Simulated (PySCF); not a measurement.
Which level of theory gave which numbers?

Species: pyrocatechol, C₆H₆O₂.
Z-matrix (Å and degrees, PBE0-D3(BJ)/def2-SVP geometry), rows numbered from 1:
```
O 
C   1  1.3464
C   2  1.3911  1  121.02
C   3  1.3965  2  120.26  1   179.92
C   4  1.3916  3  120.33  2    -0.00
C   5  1.3978  4  119.77  3     0.07
C   6  1.3889  5  119.92  4    -0.03
O   7  1.3612  2  114.71  1     0.13
H   1  0.9670  2  107.34  3   179.62
H   3  1.0917  2  118.22  1    -0.10
H   4  1.0920  3  119.50  2  -180.00
H   5  1.0916  4  120.58  3  -179.93
H   6  1.0944  5  120.57  4   179.98
H   8  0.9620  7  110.15  2   179.77
```

The closed-shell ground state was solved 7 times with PySCF (density fitting, gas phase), always in the def2-SVPD basis (214 functions), with these functionals: B3LYP, BHandHLYP, CAM-B3LYP, LC-wPBE, PBE, PBE0 and wB97X-D.

| row | total energy (Eh) | HOMO (eV) | LUMO (eV) | dipole (D) |
| --- | --- | --- | --- | --- |
| P | -382.2626 | -7.49 | 0.82 | 2.51 |
| Q | -382.2175 | -7.16 | 0.69 | 2.53 |
| R | -382.1892 | -8.71 | 1.88 | 2.53 |
| S | -382.4447 | -6.07 | -0.39 | 2.45 |
| T | -382.3093 | -8.02 | 1.54 | 2.49 |
| U | -382.0125 | -6.26 | -0.18 | 2.46 |
| V | -381.9969 | -5.21 | -1.04 | 2.40 |

Q: Which functional belongs to which row?

A: P = CAM-B3LYP, Q = BHandHLYP, R = LC-wPBE, S = B3LYP, T = wB97X-D, U = PBE0, V = PBE. By rising HOMO–LUMO gap: PBE (GGA) 4.17 eV; B3LYP (global hybrid, 20 % exact exchange) 5.68 eV; PBE0 (global hybrid, 25 % exact exchange) 6.08 eV; BHandHLYP (global hybrid, 50 % exact exchange) 7.85 eV; CAM-B3LYP (range-separated hybrid) 8.31 eV; wB97X-D (range-separated hybrid) 9.56 eV; LC-wPBE (range-separated hybrid) 10.59 eV. Total energies of different functionals aren't bounds to one another; each is stationary for its own functional.

One conformer stands for the species.

wB97X-D is run here without its empirical dispersion term; that term would change no orbital, density or response property at a fixed geometry.
